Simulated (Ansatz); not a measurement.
Cost and result for the atomization energy of C$_{2}$H$_{6}$BS (`CC[B]S`) radical (10 atoms, 9 bonds).

Cartesian coordinates in Å:
```
C -0.306 -1.458 0.029
C 0.080 -0.027 -0.341
B 0.577 0.873 0.816
S 0.646 2.595 1.087
H -0.597 -2.032 -0.855
H -1.147 -1.471 0.725
H 0.525 -1.976 0.511
H 0.913 -0.045 -1.061
H -0.744 0.469 -0.873
H 0.052 3.073 -0.040
```

Charge 0, multiplicity 2. Geometry: relaxed with PBE0-D4/def2-TZVP. It is one conformer, not always the lowest. Program: Ansatz. All runs use 4 threads of an AMD EPYC 7571 on a shared host. Times are those of one run each, without the atoms' runs, and a repeat can differ threefold. Electronic energies, without spin–orbit coupling; frozen cores. CCSD(T)/CBS adds CCSD(T) − MP2 in def2-TZVPP to the MP2 limit, and its time is that of the two runs behind it. T1 = 0.014; ⟨S²⟩ of the reference is 0.76. B3LYP takes the VWN-RPA correlation (the form of Gaussian; ORCA's B3LYP/G).

CCSD(T)/CBS is a level of theory with its own doubt, some kJ/mol a heavy atom from the limit and from the frozen cores, so smaller differences don't rank the functionals.

```
                             level  functions  wall time  atomization (kJ/mol)  difference from CCSD(T)/CBS  per bond
              revPBE-D4/def2-TZVPP        219        6 s                3634.6                         24.5       2.7
                BLYP-D4/def2-TZVPP        219      6.5 s                3617.4                          7.3       0.8
   PBE-D4/def2-TZVPP (with forces)        219        7 s                3712.8                        102.7      11.4
 B3LYP-D4/def2-TZVPP (with forces)        219       10 s                3636.7                         26.6       3.0
r2SCAN-D4/def2-TZVPP (with forces)        219       13 s                3670.5                         60.4       6.7
             r2SCANh-D4/def2-TZVPP        219       14 s                3654.6                         44.5       4.9
                 B2PLYP/def2-TZVPP        219       14 s                3592.5                        -17.6      -2.0
                  CCSD(T)/def2-SVP         90       17 s                3464.8                       -145.3     -16.1
                ωB97X-V/def2-TZVPP        219       23 s                3631.3                         21.2       2.4
  ωB97M-V/def2-TZVPP (with forces)        219       28 s                3637.8                         27.7       3.1
                    MP2/def2-QZVPP        421       63 s                3619.2                          9.1       1.0
                CCSD(T)/def2-TZVPP        219    7.4 min                3530.9                        -79.2      -8.8
                 CCSD(T)/CBS(def2)          –    8.5 min                3610.1                          0.0       0.0
```

From PBE to PBE0 (25 % exact exchange), in def2-TZVPP and without D4, the atomization energy moves by −41.1 kJ/mol: exact exchange takes away binding that semilocal exchange gives to molecules. Leaving LDA and LC-ωPBE aside and taking each functional with its dispersion term where it has one, the values, not all of them listed here, spread over 156.9 kJ/mol, from BHLYP-D4 to PBE-D4. LDA lies +437.1 kJ/mol from PBE without D4, its usual overbinding. The D4 term adds +28.2 kJ/mol with B3LYP and +14.7 kJ/mol with PBE0; it sums over pairs of atoms, weighted by their polarisabilities, and B3LYP, whose exchange is more repulsive, gets the larger term.
